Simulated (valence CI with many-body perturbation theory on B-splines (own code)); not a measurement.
The numbers below are computed, except where a source is named.
# Hyperfine factors and g values of Rb23+

Method: relativistic CI+MBPT: four valence electrons over a frozen Dirac-Fock core [Ne], radial functions for each j: 11 s, 11 p, 9 d, 7 f, 5 g, 2 h, 1 i, with the one-electron correlation potential Σ1, the two-electron term Σ2, the three-electron term Σ3, Breit, model QED; selected CI, second order for the rest (own B-spline code, finite nucleus).

No measured levels were compared; by estimate levels of excited configurations hold to 0.05 to 0.15 % of their energy, terms of the ground configuration to about 0.5 %.

A/g_I is the dipole constant over the nuclear g factor μ/I (μ in nuclear magnetons, uniformly magnetised nucleus), B/Q the quadrupole constant per barn. Both hold the static response of the core; the bare values leave it out. Large factors of s and p1/2 electrons are usually good to 5 to 10 %; those of open d and f shells near neutrality can be off by tens of per cent, and small factors of p3/2, d and f electrons come from cancelling terms and can be off by a factor of two or in sign, in half-filled shells by more. B is blank for J = 1/2, where it vanishes, and for nearly pure S terms. Energies count from the lowest level. Levels with J = 0 are left out.

Names give the largest LS component (configuration and term), which can be under half, so a name can repeat, a term be missing and a line seem to break the LS rules; names also repeat where a configuration has a term twice. Letters in brackets count levels of one name in rising energy.

```
              Level  E (cm⁻¹)      g  A/g_I (MHz)  A/g_I bare  B/Q (MHz/b)  B/Q bare
       3s2 3p2 3P_1     79992  1.499        -1850       -1110        16600     16100
       3s2 3p2 3P_2    107700  1.284        35900       35100         8360      8130
       3s2 3p2 1D_2    210970  1.212        21100       20800        24600     23900
       3s 3p3 5S°_2    501850  1.915        84700       82800         5180      5040
       3s 3p3 3D°_1    610640  0.717       -41500      -39700        25400     24700
       3s 3p3 3D°_2    623350  1.289        58300       56500        36300     35300
       3s 3p3 3D°_3    654070  1.330        75700       73400        -3970     -3810
       3s 3p3 1D°_2    724930  1.179        25300       25100       -29300    -28400
       3s 3p3 3P°_1    729070  1.338        87600       84800       -27100    -26300
       3s 3p3 3P°_2    793780  1.139        61400       59500       -14600    -14000
    3s2 3p 3d 3F°_2    832010  0.818        27900       27100        10900     11000
       3s 3p3 3S°_1    833930  1.589        -6480       -4730         1440      1420
    3s2 3p 3d 3F°_3    859040  1.092        18700       18600        20100     20000
3s2 3p 3d 3P°_2 [a]    919210  1.302         7110        7530        10200     10300
    3s2 3p 3d 3D°_1    923990  0.943        -9350       -8220         6420      6400
    3s2 3p 3d 3F°_4    930740  1.248         9050        9300        40100     39500
       3s 3p3 1P°_1    945860  1.189       -27800      -25800        -1880     -1800
    3s2 3p 3d 3D°_2    994270  1.056         6730        7070        -6780     -6470
    3s2 3p 3d 3D°_3   1006200  1.285        17200       17300        -7330     -6880
    3s2 3p 3d 3P°_1   1014500  1.235         3260        4020       -16400    -16100
3s2 3p 3d 3P°_2 [b]   1028900  1.286        25900       25600       -23100    -22500
    3s2 3p 3d 1F°_3   1086100  1.035        12300       12300        31900     31600
    3s2 3p 3d 1P°_1   1119900  0.975        -2130       -1570         4980      5020
           3p4 3P_2   1198500  1.375        31400       31300          705       795
     3s 3p2 3d 5F_1   1220000  0.160       -56200      -54000          723       904
     3s 3p2 3d 5F_2   1235600  1.091        17500       17500         8230      8220
     3s 3p2 3d 5F_3   1258100  1.319        35700       35100        15700     15700
 3s 3p2 3d 3P_1 [a]   1277900  1.403        30800       30700       -11100    -10900
 3s 3p2 3d 5D_2 [a]   1296900  1.189        47000       45900       -30800    -29900
     3s 3p2 3d 5F_4   1298100  1.364        37000       36400        16300     16400
     3s 3p2 3d 5D_3   1307900  1.342        50200       49100       -18300    -17700
     3s 3p2 3d 5D_1   1311500  1.464        23500       23800       -15900    -15500
 3s 3p2 3d 5D_2 [b]   1312800  1.218        25000       24900       -28100    -27300
     3s 3p2 3d 5D_4   1329000  1.387        51100       50000         9870      9750
```

Take the isotope of mass number 87, with I = 3/2, μ = 2.75129 μN and Q = 0.1335 b. What is the hyperfine structure of 3s2 3p2 3P_2?

From the table A = 65900 MHz, B = 1120 MHz. Shifts from the centre of gravity in MHz: F = 1/2: -296000, F = 3/2: -198000, F = 5/2: -33600, F = 7/2: 198000.
